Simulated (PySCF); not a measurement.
An equivalent PySCF input for Xe³⁺ (xenon, charge +3), [Kr] 4d10 5s2 5p3, high-spin 4S determinant, with the spin-free X2C one-electron Hamiltonian (Gaussian nucleus):

```python
from pyscf import gto, scf, dft, mp, cc
import basis_set_exchange as bse
mol = gto.M(atom="Xe 0 0 0", charge=3, spin=3, symmetry="D2h",
            basis=gto.basis.parse(bse.get_basis("x2c-QZVPPall", elements=["Xe"], fmt="nwchem")),
            nucmod="G")
mf = dft.UKS(mol, xc="WB97M_V").sfx2c1e()
mf.irrep_nelec = {'Ag': (9, 9), 'B1g': (2, 2), 'B2g': (2, 2), 'B3g': (2, 2), 'B1u': (4, 3), 'B2u': (4, 3), 'B3u': (4, 3)}
mf.kernel()
```

It reaches the same state as the run whose output follows, with an energy that differs only through the grid. The run itself started from symmetry-adapted Hartree-Fock orbitals and held the occupation by maximum overlap, on a logarithmic radial grid, so the iterations belong to that start.

```
SCF conv_tol = 1e-09
number electrons alpha = 27  beta = 24
XC functionals = WB97M_V
    N. Mardirossian and M. Head-Gordon.,  J. Chem. Phys. 144, 214110 (2016)
NLC functional = WB97M_V
cycle= 1 E= -7443.71088635368  delta_E= -0.00883  |g|= 0.0234  |ddm|= 0.284
cycle= 2 E= -7443.71092552987  delta_E= -3.92e-05  |g|= 0.00595  |ddm|= 0.0186
cycle= 3 E= -7443.71092856521  delta_E= -3.04e-06  |g|= 0.00323  |ddm|= 0.00687
cycle= 4 E= -7443.71092922059  delta_E= -6.55e-07  |g|= 0.000185  |ddm|= 0.0014
cycle= 5 E= -7443.71092922673  delta_E= -6.14e-09  |g|= 1.45e-05  |ddm|= 0.000449
cycle= 6 E= -7443.71092922685  delta_E= -1.11e-10  |g|= 1.41e-06  |ddm|= 7.51e-05
converged SCF energy = -7443.71092922685  <S^2> = 3.7507559  2S+1 = 4.0003779
```
